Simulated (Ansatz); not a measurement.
`C[N](C)[Ga]([Cl])[N](C)C` and `C[N](C)[Ga]([F])[N](C)C` differ in one atom or group.

Ansatz, PBE0-D4/def2-TZVP geometries, multiplicity 1. Each molecule was computed in one conformer, which needn't be the lowest.

Scalar relativity is left out up to krypton.

```csv
property,`C[N](C)[Ga]([Cl])[N](C)C`
size of the dipole moment (PBE/def2-TZVPP) / D,2.50
LUMO energy (B3LYP/def2-TZVPP) / eV,-0.36
HOMO energy (ωB97M-V/def2-TZVPP) / eV,-8.38
HOMO–LUMO gap (PBE/def2-TZVPP) / eV,3.82
HOMO energy (B3LYP/def2-TZVPP) / eV,-5.91
size of the dipole moment (ωB97M-V/def2-TZVPP) / D,2.47
```

Q: Give the same properties after the change, and the shifts. (Estimate.)

A: The calculation gave: 
| property | `C[N](C)[Ga]([F])[N](C)C` | shift |
| --- | --- | --- |
| size of the dipole moment (PBE/def2-TZVPP) / D | 2.51 | 0.01 |
| LUMO energy (B3LYP/def2-TZVPP) / eV | -0.40 | -0.04 |
| HOMO energy (ωB97M-V/def2-TZVPP) / eV | -8.37 | 0.01 |
| HOMO–LUMO gap (PBE/def2-TZVPP) / eV | 3.77 | -0.05 |
| HOMO energy (B3LYP/def2-TZVPP) / eV | -5.90 | 0.01 |
| size of the dipole moment (ωB97M-V/def2-TZVPP) / D | 2.55 | 0.08 |

Dipoles are sizes alone; their direction can turn.

Positive LUMOs are unbound, so they and the gaps depend on the basis.

B3LYP here is the variant with VWN-RPA as its local correlation; programs differ in this.
